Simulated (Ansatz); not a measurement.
`CSC[SiH2]O` + H₂Te → `O[SiH2]C[TeH]` + CH₃SH  (substitution at a C–S bond)

Computed with Ansatz on PBE0-D4/def2-TZVP structures; ΔE is electronic, products minus reactants. CBS: MP2 limit from def2 TZ/QZ plus the TZ coupled-cluster correction, frozen cores. This one scheme is used for every species. Functionals use def2-TZVPP. B3LYP here is the variant with VWN-RPA as its local correlation; programs differ in this. Elements past krypton have def2 core potentials. For Te outer-core shells are correlated without core-valence functions, which leaves a few kJ/mol of doubt a bond. Each species was taken in one conformer, which may not be the lowest.

`CSC[SiH2]O`:

Z-matrix (Å, degrees):
```
C
S 1 1.798
H 1 1.091 2 110.6
H 1 1.090 2 106.6 3 118.1
H 1 1.090 2 112.2 3 -122.8
C 2 1.813 1 100.9 3 61.9
Si 6 1.881 2 110.5 1 74.5
H 6 1.094 2 110.1 1 -52.9
H 6 1.094 2 105.1 1 -168.0
O 7 1.644 6 108.3 2 45.8
H 7 1.484 6 111.5 2 163.9
H 7 1.490 6 109.3 2 -76.0
H 10 0.964 7 112.6 6 -34.9
```

H₂Te:

Z-matrix (Å, degrees):
```
Te
H 1 1.656
H 1 1.656 2 90.4
```

`O[SiH2]C[TeH]`:

Z-matrix (Å, degrees):
```
Si
C 1 1.870
O 1 1.644 2 110.5
H 1 1.490 2 107.4 3 -122.8
H 1 1.484 2 111.4 3 117.2
Te 2 2.154 1 109.7 3 55.1
H 2 1.093 1 110.9 3 -59.7
H 2 1.090 1 114.3 3 177.2
H 3 0.962 1 114.8 2 -48.2
H 6 1.659 2 93.4 1 55.2
```

CH₃SH:

Z-matrix (Å, degrees):
```
C
S 1 1.806
H 1 1.089 2 111.5
H 1 1.089 2 111.5 3 -123.8
H 1 1.090 2 106.2 3 118.1
H 2 1.342 1 97.1 3 61.9
```

```tsv
level	ΔE (kJ/mol)
ωB97X-V	-11.7
ωB97M-V	-12.8
PBE	-13.5
PBE0	-13.6
B3LYP	-15.6
MP2/def2-TZVPP	-21.5
SCS-MP2/def2-QZVPP	-22.9
MP2/CBS(def2)	-24.7
```

Problem. What does CCSD(T)/CBS give? (An estimate is asked.)

Solution. The calculation gave: -21.5 kJ/mol. The listed levels differ from it by 9.8, 8.7, 8.0, 7.9, 5.9, 0.0, -1.4, -3.2 kJ/mol.

Largest T1 diagnostic among the species: 0.011.
